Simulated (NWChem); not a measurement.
Molecule: SiBr2, singlet; SMILES Br[Si]Br

All runs: NWChem. Low-valent species are run as closed-shell singlets; no triplet was tried in these runs. The geometry was optimised at PBE0/def2-SVP. Ions are spin-unrestricted doublets at the neutral geometry; other ion states weren't tried.

Problem. What does the run give for PBE/def2-SVP? Quantities: vertical ionisation energy, ΔSCF (eV); −ε(HOMO) (eV).

Solution. 
| Property | Value |
|---|---|
| vertical ionisation energy, ΔSCF (eV) | 9.38 |
| −ε(HOMO) (eV) | 6.40 |
